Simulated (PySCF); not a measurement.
A calculated (UHF, PySCF 2.14, 6-31G*, no relativity, point nucleus) atom or ion has these occupied shells.

```csv
shell,electrons,orbital energy (eV),"rms radius, mean of both spins (bohr)"
1s α,1,-944.77,0.183
1s β,1,-940.99,0.183
2s α,1,-99.192,0.923
2s β,1,-86.446,0.923
2p α,3,-70.142,0.916
2p β,1,-63.956,0.916
```

(1) Name the element and its charge.

## Answers

(1) Ne(2+) (neon, charge +2), in [He] 2s2 2p4, high-spin 3P determinant.
